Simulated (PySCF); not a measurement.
C3H5ClGe. Atoms are numbered in the order given.

```xyz
10

Cl     3.0918     0.1003    -0.7419
C      1.8978    -0.9182     0.0262
C      0.8097    -0.4394     0.5824
C     -0.3040     0.0230     1.0925
Ge    -1.9297     0.2232     0.0296
H      2.1454    -1.9837     0.0067
H     -0.3324     0.3159     2.1530
H     -3.0511    -0.6155     0.6623
H     -2.3553     1.6991     0.0322
H     -1.6393    -0.2540    -1.3958
```

Geometry: r2SCAN-D4/def2-SVP. The structure was generated by enumeration; whether it is a known compound was not checked.

Method: KT2/pcSseg-1 (PySCF).

GIAO shieldings, no solvent; atoms alike by connectivity are averaged. δ = σ(ref) − σ: ³⁵Cl against HCl (σ = 945.4 ppm); ¹³C against TMS (σ = 185.1 ppm); ⁷³Ge against GeH4 (σ = 1669.3 ppm); ¹H against TMS (σ = 31.47 ppm), references at their B3LYP-D3(BJ)/def2-TZVP geometries, non-relativistic (without spin–orbit terms, shifts of atoms bonded to Cl or Br come out too high).

Q: Estimate the chemical shifts. (The exact figures need the calculation; the answer reports its results.)

A: 
| nucleus | atoms | count | δ (ppm) |
|---|---|---|---|
| ³⁵Cl | Cl1 | 1 | 175.8 |
| ¹³C | C3 | 1 | 212.9 |
| ¹³C | C2 | 1 | 96.5 |
| ¹³C | C4 | 1 | 88.5 |
| ⁷³Ge | Ge5 | 1 | 117.0 |
| ¹H | H6 | 1 | 6.41 |
| ¹H | H7 | 1 | 6.11 |
| ¹H | H8, H9, H10 | 3 | 4.58 |
